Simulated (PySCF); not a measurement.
B(H)(Cl)(OMe) (CH4BClO), SMILES COBCl. Heavy atoms are numbered as in [BH:1]([Cl:3])[O:4][CH3:5]. Hydrogens are named by the atom that carries them.

Geometry optimised at PBE0-D3(BJ)/def2-SVP. One conformer was computed; it need not be the lowest.

Method: PBE0/pcSseg-1 in PySCF.

GIAO shieldings, no solvent; atoms alike by connectivity are averaged. δ = σ(ref) − σ: ¹¹B against BF3 (σ = 88.8 ppm); ¹H against TMS (σ = 31.56 ppm); ³⁵Cl against HCl (σ = 945.9 ppm); ¹⁷O against H2O (σ = 334.2 ppm); ¹³C against TMS (σ = 186.3 ppm), references at their B3LYP-D3(BJ)/def2-TZVP geometries, non-relativistic (without spin–orbit terms, shifts of atoms bonded to Cl or Br come out too high).

Computed chemical shifts:
| nucleus | atoms | count | δ (ppm) |
|---|---|---|---|
| ¹¹B | B1 (BH) | 1 | 26.5 |
| ¹H | H on B1 | 1 | 5.45 |
| ¹H | H on C5 | 3 | 4.28 |
| ³⁵Cl | Cl3 | 1 | 163.8 |
| ¹⁷O | O4 | 1 | 181.7 |
| ¹³C | C5 (CH3) | 1 | 61.5 |
